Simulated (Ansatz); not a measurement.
Relaxation of CH$_{3}$LiOSi (7 atoms, charge 0, multiplicity 1), to a largest force component of 0.015 eV/Å in at most 40 steps.

Theory: RKS BLYP/def2-mTZVP in Ansatz.

```xyz
7
Properties=species:S:1:pos:R:3:forces:R:3
Li -1.369 -1.960 -1.120 -0.20 -0.03 -0.33
C -0.316 -1.096 0.176 0.16 1.16 -0.51
Si 0.438 0.449 0.485 -0.58 -1.95 0.29
O 1.300 0.720 1.865 0.75 1.43 0.38
H -0.138 -1.814 0.990 0.19 0.07 0.29
H 0.635 1.782 -0.069 -0.35 0.28 -0.84
H 1.380 0.013 2.495 0.03 -0.95 0.72
```

Question: Where does it end, and by what steps?

Answer: It converged. After 8 steps the energy has fallen by 0.379 eV; Li1 moved furthest, 0.67 Å.

```json
{"step": "0", "energy less start (eV)": "0.0000", "largest force component (eV/Å)": "1.953", "accepted": "yes"}
{"step": "1", "energy less start (eV)": "-0.2295", "largest force component (eV/Å)": "0.754", "accepted": "yes"}
{"step": "2", "energy less start (eV)": "-0.3201", "largest force component (eV/Å)": "0.243", "accepted": "yes"}
{"step": "3", "energy less start (eV)": "-0.3366", "largest force component (eV/Å)": "0.198", "accepted": "yes"}
{"step": "4", "energy less start (eV)": "-0.3659", "largest force component (eV/Å)": "0.233", "accepted": "yes"}
{"step": "5", "energy less start (eV)": "-0.3720", "largest force component (eV/Å)": "0.175", "accepted": "yes"}
{"step": "6", "energy less start (eV)": "-0.3783", "largest force component (eV/Å)": "0.050", "accepted": "yes"}
{"step": "7", "energy less start (eV)": "-0.3787", "largest force component (eV/Å)": "0.018", "accepted": "yes"}
{"step": "8", "energy less start (eV)": "-0.3788", "largest force component (eV/Å)": "0.008", "accepted": "yes"}
```

```xyz
7
Properties=species:S:1:pos:R:3
Li -1.253 -1.352 -1.364
C -0.309 -1.258 0.314
Si 0.440 0.241 0.645
O 1.385 0.894 1.886
H -0.238 -2.093 1.022
H 0.343 1.383 -0.305
H 1.563 0.279 2.623
```

Whether the end is a true minimum wasn't checked by a vibrational analysis.

The run took 17 s on 2 threads of Intel(R) Xeon(R) Platinum 8375C CPU @ 2.90GHz (Ice Lake) (shared host), peak memory 0.19 GiB.
